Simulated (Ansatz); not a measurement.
C₆H₉FO (SMILES C=C1C[C@H](O)C[C@@H]1F), singlet, geometry from GFN2-xTB; CCSD(T)/STO-3G in Ansatz (an electronic-structure program).

Here is a job for Ansatz.
Ansatz 0.2 input:
```yaml
crystal:
  periodic: [false, false, false]
  atoms:
    - {symbol: C, position_ang: [2.22663661, 0.91063264, 0.51830703]}
    - {symbol: C, position_ang: [1.08461958, 0.30470280, 0.25007391]}
    - {symbol: C, position_ang: [0.79674948, -0.59982499, -0.91320456]}
    - {symbol: C, position_ang: [-0.59496256, -1.18400321, -0.64104338]}
    - {symbol: O, position_ang: [-1.23634382, -1.46283348, -1.86007536]}
    - {symbol: C, position_ang: [-1.28965435, -0.09554853, 0.19261701]}
    - {symbol: C, position_ang: [-0.17294078, 0.44718065, 1.07875122]}
    - {symbol: F, position_ang: [-0.40478526, 1.75706800, 1.44502880]}
    - {symbol: H, position_ang: [3.09152855, 0.78877916, -0.11035641]}
    - {symbol: H, position_ang: [2.32874289, 1.56336931, 1.36785303]}
    - {symbol: H, position_ang: [0.74483065, -0.02437496, -1.84026090]}
    - {symbol: H, position_ang: [1.55471049, -1.37088405, -1.04043781]}
    - {symbol: H, position_ang: [-0.50635019, -2.10395283, -0.03990647]}
    - {symbol: H, position_ang: [-2.12610296, -1.78653614, -1.68489290]}
    - {symbol: H, position_ang: [-2.14139008, -0.46693361, 0.76143298]}
    - {symbol: H, position_ang: [-1.62584332, 0.70217280, -0.47284114]}
    - {symbol: H, position_ang: [-0.08899624, -0.11141997, 2.02174611]}
basis:
  gaussian:
    orbitals: STO-3G
magnetization: {spin_polarized: false}
correlation: {method: ccsd_t}
```

Output, abridged:

```
Functional definition: HF
705 factors; integrals over basis functions are off by at most 4.9e-5 eV
mean field evaluation 1: about -10921.7481 eV, gradient 3.3e1 eV
mean field evaluation 2: about -10922.2482 eV, gradient 3.3e1 eV
mean field evaluation 4: about -10926.1783 eV, gradient 2.8e0 eV
mean field evaluation 8: about -10926.2060 eV, gradient 8.4e-5 eV
mean field evaluation 16: about -10925.6959 eV, gradient 1.1e-1 eV
mean field -10926.20601614 eV, -401.5306650449 hartree, gradient 1.0e-6 eV, S^2 0.000000; 0 other end points of the search recorded, 0 dependent functions left out; unrestricted orbitals would lower it
8 core orbitals not correlated
reference -10926.20601614 eV, -401.5306650449 hartree; 23, 23 occupied and 18, 18 virtual orbitals, 705 factors
second order -9.86847293 eV of doubles, -0.00000000 eV of singles
cycle   1  -11.69596682 eV  change    -1.8e0 eV  update   1.0e-1
cycle   2  -12.55690909 eV  change   -8.6e-1 eV  update   4.1e-2
cycle   3  -12.65898418 eV  change   -1.0e-1 eV  update   1.2e-2
cycle   4  -12.67286954 eV  change   -1.4e-2 eV  update   4.3e-3
cycle   5  -12.67207545 eV  change    7.9e-4 eV  update   1.1e-3
cycle   6  -12.67157780 eV  change    5.0e-4 eV  update   3.9e-4
cycle   7  -12.67144630 eV  change    1.3e-4 eV  update   1.3e-4
cycle   8  -12.67143974 eV  change    6.6e-6 eV  update   4.8e-5
perturbative correction -0.13743400 eV, -0.0050506065 hartree
Total energy: -10939.01488988 eV, -402.0013824727 hartree
```
